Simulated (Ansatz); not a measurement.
Correlation energies of C$_{2}$H$_{6}$Ga, SMILES `C[CH2][GaH]` radical by basis set

```
atom   x (Å)   y (Å)   z (Å)
  C1   0.829  -0.298   0.838
  C2  -0.423   0.095   0.071
 Ga3  -0.270   0.283  -1.916
  H4   1.216  -1.265   0.507
  H5   0.639  -0.374   1.914
  H6   1.631   0.430   0.700
  H7  -0.818   1.059   0.415
  H8  -1.232  -0.630   0.224
  H9  -1.573   0.701  -2.753
```

The species carries charge 0 and has multiplicity 2. Correlated methods include outer-core shells of Ga, which these sets cover unevenly. Scalar relativity is left out up to krypton. The structure was optimised at the PBE0-D4/def2-TZVP level. Frozen core, unrestricted reference, Ansatz 0.2.0.

```
     basis      HF (Eh)  MP2 corr.
  def2-SVP  -2002.12828   -0.49026
def2-TZVPP  -2002.46322   -0.56636
def2-QZVPP  -2002.50745   -0.83440
```

**Question.** Estimate the CCSD correlation energy and the (T) correction in each basis where they were run (hartree).

**Answer.** 
```tsv
basis	CCSD corr.	(T)
def2-SVP	-0.51896	-0.01621
def2-TZVPP	-0.59468	-0.02332
```
